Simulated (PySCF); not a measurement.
**Potassium: a sound run and one with changed settings**

Sound run: K⁺ [Ar], K²⁺ [Ne] 3s2 3p5. All numbers are calculated (PySCF 2.14, scalar relativity by spin-free X2C-1e, in x2c-SVPall (5s3p2d, 24 functions)). In the sound run the correlated levels freeze [Ne] 3s2. The sound run starts from symmetry-adapted Hartree-Fock orbitals and uses a fine grid where one is needed.

Changed run: the non-relativistic Hamiltonian (point nucleus). This setting is unsound on purpose.

```
species   method  sound run (hartree)  changed run (hartree)  converged
     K⁺      UHF           -601.21443             -598.50160        yes
     K⁺     PBE0           -601.79751             -599.08482        yes
     K⁺     MN15           -602.10724             -599.39486        yes
     K⁺      MP2           -601.25408             -598.54138        yes
     K⁺  CCSD(T)           -601.25881             -598.54614        yes
    K²⁺      UHF           -600.05251             -597.34484        yes
    K²⁺     PBE0           -600.58914             -597.88160        yes
    K²⁺     MN15           -600.88689             -598.17958        yes
    K²⁺      MP2           -600.07651             -597.36891        yes
    K²⁺  CCSD(T)           -600.08000             -597.37243        yes
```

Ionisation energy of K⁺:

```csv
method,sound run (eV),changed run (eV)
UHF,31.618,31.477
PBE0,32.881,32.741
MN15,33.208,33.069
MP2,32.044,31.905
SCS-MP2,32.014,31.875
CCSD,32.076,31.938
CCSD(T),32.077,31.938
```

Most of the change in total energy is the relativistic energy itself. On top of that the contraction fixes the core shape for the Hamiltonian it was made with, so the changed run is not a good calculation with the other Hamiltonian either.

For comparison, NIST gives 31.625 eV between the lowest levels.
